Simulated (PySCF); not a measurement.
PySCF job for Se(OMe)(SeH) (CH4OSe2), SMILES CO[Se][SeH], TDA-ωB97X/def2-SVPD. The structure is a stationary point at ωB97X-D3(BJ)/def2-SVP. Other conformers were not sampled.

```python
import numpy as np
from pyscf import gto, scf, dft, tdscf

mol = gto.M(
    atom='''
    Se    0.45380926   -0.19290256    0.86350932
    O     1.69193977   -0.65311514   -0.35553376
    C     1.34754636   -1.73832859   -1.19241444
    H     0.49401612   -1.48510154   -1.84827859
    H     2.22570167   -1.94302300   -1.82350278
    H     1.09574586   -2.64516995   -0.61312083
    Se   -1.14380228    0.84206328   -0.42338013
    H    -1.97649719   -0.34327707   -0.68073388
    ''',
    basis='def2-SVPD',
    charge=0,
    spin=0,
    max_memory=1600,
    verbose=4,
)
mf = dft.RKS(mol, xc='wb97x').density_fit(auxbasis='def2-universal-jkfit')
mf.grids.level = 3
mf.conv_tol = 1e-9
mf.max_cycle = 100
mf.kernel()
mf.grids = dft.Grids(mol).set(level=1).build(with_non0tab=True)  # coarser grid for the response kernel
td = tdscf.TDA(mf)
td.singlet = True
td.nstates = 10
td.conv_tol = 1e-4
td.positive_eig_threshold = 1e-6
td.kernel(x0=td.get_init_guess(mf, 15))
td.analyze()
tt = tdscf.TDA(mf)
tt.singlet = False
tt.nstates = 4
tt.conv_tol = 1e-4
tt.positive_eig_threshold = 1e-6
tt.kernel(x0=tt.get_init_guess(mf, 9))
tt.analyze(verbose=3)
```

Program output:

```
PySCF version 2.14.0

[INPUT] verbose = 4
[INPUT] num. atoms = 8
[INPUT] num. electrons = 86
[INPUT] charge = 0
[INPUT] spin (= nelec alpha-beta = 2S) = 0
[INPUT] symmetry False subgroup None
[INPUT] Mole.unit = angstrom
[INPUT] Symbol           X                Y                Z      unit          X                Y                Z       unit  Magmom
[INPUT]  1 Se     0.453809260000  -0.192902560000   0.863509320000 AA    0.857575214192  -0.364533007127   1.631796120809 Bohr   0.0
[INPUT]  2 O      1.691939770000  -0.653115140000  -0.355533760000 AA    3.197302784560  -1.234208742407  -0.671861434437 Bohr   0.0
[INPUT]  3 C      1.347546360000  -1.738328590000  -1.192414440000 AA    2.546493560555  -3.284964949601  -2.253336718577 Bohr   0.0
[INPUT]  4 H      0.494016120000  -1.485101540000  -1.848278590000 AA    0.933555167920  -2.806435177770  -3.492740336997 Bohr   0.0
[INPUT]  5 H      2.225701670000  -1.943023000000  -1.823502780000 AA    4.205966591287  -3.671781323731  -3.445920841583 Bohr   0.0
[INPUT]  6 H      1.095745860000  -2.645169950000  -0.613120830000 AA    2.070659577526  -4.998646758429  -1.158630449966 Bohr   0.0
[INPUT]  7 Se    -1.143802280000   0.842063280000  -0.423380130000 AA   -2.161473049853   1.591268978753  -0.800072492283 Bohr   0.0
[INPUT]  8 H     -1.976497190000  -0.343277070000  -0.680733880000 AA   -3.735038375072  -0.648699647143  -1.286400596913 Bohr   0.0

nuclear repulsion = 545.759807741663
number of shells = 63
number of NR pGTOs = 269
number of NR cGTOs = 157
basis = def2-SVPD
ecp = {}


[settings echo left out]
init E= -4916.68104624173
  HOMO = -0.268199437484828  LUMO = -0.0735264749205462  gap/eV = 5.29732
cycle= 1 E= -4918.13012020914  delta_E= -1.45  |g|= 0.569  |ddm|= 3.35
  HOMO = -0.299132768951491  LUMO = -0.00114163032979686  gap/eV = 8.10875
cycle= 2 E= -4918.11268465153  delta_E= 0.0174  |g|= 0.685  |ddm|= 1.01
  HOMO = -0.341035726359317  LUMO = 0.0122738935252986  gap/eV = 9.61404
cycle= 3 E= -4918.19629595742  delta_E= -0.0836  |g|= 0.0802  |ddm|= 0.543
  HOMO = -0.335498130871526  LUMO = 0.0167703955164642  gap/eV = 9.58571
cycle= 4 E= -4918.19772736549  delta_E= -0.00143  |g|= 0.0225  |ddm|= 0.101
  HOMO = -0.338101270585589  LUMO = 0.0166256785378947  gap/eV = 9.65261
cycle= 5 E= -4918.19789265068  delta_E= -0.000165  |g|= 0.00544  |ddm|= 0.0343
  HOMO = -0.337738917983684  LUMO = 0.0168394760144164  gap/eV = 9.64857
cycle= 6 E= -4918.19790852797  delta_E= -1.59e-05  |g|= 0.00177  |ddm|= 0.0124
  HOMO = -0.337778124369865  LUMO = 0.0168948851687136  gap/eV = 9.65114
cycle= 7 E= -4918.19791125846  delta_E= -2.73e-06  |g|= 0.000737  |ddm|= 0.00513
  HOMO = -0.337757078749702  LUMO = 0.0168930532632978  gap/eV = 9.65052
cycle= 8 E= -4918.19791176057  delta_E= -5.02e-07  |g|= 0.000275  |ddm|= 0.00247
  HOMO = -0.337776014824345  LUMO = 0.0168862371463825  gap/eV = 9.65085
cycle= 9 E= -4918.197911822  delta_E= -6.14e-08  |g|= 8.54e-05  |ddm|= 0.000888
  HOMO = -0.337765457300452  LUMO = 0.0168882823350831  gap/eV = 9.65062
cycle= 10 E= -4918.19791182954  delta_E= -7.54e-09  |g|= 2.21e-05  |ddm|= 0.000338
  HOMO = -0.337765943761905  LUMO = 0.0168887445054948  gap/eV = 9.65065
cycle= 11 E= -4918.19791183017  delta_E= -6.26e-10  |g|= 9.1e-06  |ddm|= 0.000107
  HOMO = -0.337765125195412  LUMO = 0.0168880845184654  gap/eV = 9.65061
Extra cycle  E= -4918.1979118302  delta_E= -3.64e-11  |g|= 7.74e-06  |ddm|= 2.53e-05
converged SCF energy = -4918.1979118302
tot grids = 34912
Overwritten attributes  positive_eig_threshold  of <class 'pyscf.tdscf.rks.TDA'>


******** <class 'pyscf.tdscf.rks.TDA'> for <class 'pyscf.df.df_jk.DFRKS'> ********
nstates = 10 singlet
deg_eia_thresh = 1.000e-03
wfnsym = None
conv_tol = 0.0001
eigh lindep = 1e-12
eigh level_shift = 0
eigh max_cycle = 100


Excitation energies (eV)
[4.13987309 4.5154582  4.78936693 5.89809334 5.97440203 6.08637294
 6.22114218 6.85362391 7.42752209 7.73791149]

** Singlet excitation energies and oscillator strengths **
Excited State   1:      4.13987 eV    299.49 nm  f=0.0066
      43 -> 44        0.56036
      43 -> 45        0.37231
Excited State   2:      4.51546 eV    274.58 nm  f=0.0025
      43 -> 44       -0.36988
      43 -> 45        0.57297
Excited State   3:      4.78937 eV    258.87 nm  f=0.0041
      42 -> 44        0.66181
      42 -> 46       -0.13230
      42 -> 47        0.16306
Excited State   4:      5.89809 eV    210.21 nm  f=0.0002
      41 -> 44        0.37990
      42 -> 45       -0.55923
Excited State   5:      5.97440 eV    207.53 nm  f=0.0008
      41 -> 45       -0.59202
      41 -> 53        0.10285
      42 -> 46       -0.29693
Excited State   6:      6.08637 eV    203.71 nm  f=0.0190
      41 -> 45        0.30529
      42 -> 44       -0.13728
      42 -> 46       -0.55553
      42 -> 49        0.13646
      43 -> 46       -0.12405
Excited State   7:      6.22114 eV    199.29 nm  f=0.0066
      41 -> 45       -0.11390
      42 -> 45       -0.11577
      43 -> 46       -0.63901
      43 -> 49        0.16414
Excited State   8:      6.85362 eV    180.90 nm  f=0.2950
      39 -> 44       -0.15767
      40 -> 44        0.10625
      41 -> 44       -0.50917
      42 -> 45       -0.32185
      43 -> 46        0.13126
      43 -> 47        0.11342
Excited State   9:      7.42752 eV    166.93 nm  f=0.0566
      39 -> 44        0.12120
      43 -> 47        0.59410
      43 -> 48        0.19661
      43 -> 53        0.11105
      43 -> 54       -0.12283
Excited State  10:      7.73791 eV    160.23 nm  f=0.2662
      38 -> 44        0.11259
      39 -> 44       -0.45887
      40 -> 45       -0.32352
      41 -> 46       -0.15078
      43 -> 48        0.19404

** Transition electric dipole moments (AU) **
state          X           Y           Z        Dip. S.      Osc.
  1         0.0830     -0.2360      0.0496      0.0651      0.0066
  2        -0.0584      0.0652     -0.1233      0.0229      0.0025
  3         0.0358     -0.0172      0.1819      0.0347      0.0041
  4        -0.0094      0.0242      0.0319      0.0017      0.0002
  5         0.0732     -0.0086      0.0029      0.0054      0.0008
  6         0.1324     -0.0883     -0.3190      0.1271      0.0190
  7        -0.0866     -0.1554      0.1093      0.0436      0.0066
  8        -0.9015      0.8109     -0.5351      1.7567      0.2950
  9         0.4056      0.3196      0.2109      0.3112      0.0566
 10         0.8847     -0.5576      0.5572      1.4041      0.2662

** Transition velocity dipole moments (imaginary part, AU) **
state          X           Y           Z        Dip. S.      Osc.
  1        -0.0144     -0.0357     -0.0063      0.0015      0.0067
  2         0.0477      0.1084     -0.0012      0.0140      0.0564
  3        -0.0276      0.0064      0.0597      0.0044      0.0166
  4         0.0006      0.0135      0.0301      0.0011      0.0033
  5         0.0604     -0.0111      0.0116      0.0039      0.0119
  6         0.0409     -0.0224     -0.1140      0.0152      0.0452
  7        -0.0055     -0.0092      0.0243      0.0007      0.0021
  8        -0.1181      0.1174     -0.0555      0.0308      0.0816
  9         0.0660      0.0647      0.0327      0.0096      0.0235
 10         0.1490     -0.1140      0.0986      0.0449      0.1053

** Transition magnetic dipole moments (imaginary part, AU) **
state          X           Y           Z
  1        -0.2865      0.0817     -0.6244
  2        -0.5149      0.3236     -0.5796
  3         0.1086      0.3020      0.0286
  4         0.1378      0.1163     -0.0269
  5         0.1573      0.8716     -0.2523
  6        -0.1614      0.2385      0.0890
  7        -0.6925      0.5289      0.7144
  8         0.6973      1.0287     -0.2352
  9         0.0314     -0.3359      0.2040
 10        -0.3737     -0.4653      0.5880


******** <class 'pyscf.tdscf.rks.TDA'> for <class 'pyscf.df.df_jk.DFRKS'> ********
nstates = 4 triplet
deg_eia_thresh = 1.000e-03
wfnsym = None
conv_tol = 0.0001
eigh lindep = 1e-12
eigh level_shift = 0
eigh max_cycle = 100


Excitation energies (eV)
[3.52517309 3.58413238 4.17033367 5.21895729]

** Triplet excitation energies and oscillator strengths **
Excited State   1:      3.52517 eV    351.71 nm  f=0.0000
Excited State   2:      3.58413 eV    345.93 nm  f=0.0000
Excited State   3:      4.17033 eV    297.30 nm  f=0.0000
Excited State   4:      5.21896 eV    237.57 nm  f=0.0000
```

The run converged.

Cost: very roughly 6 core-minutes.
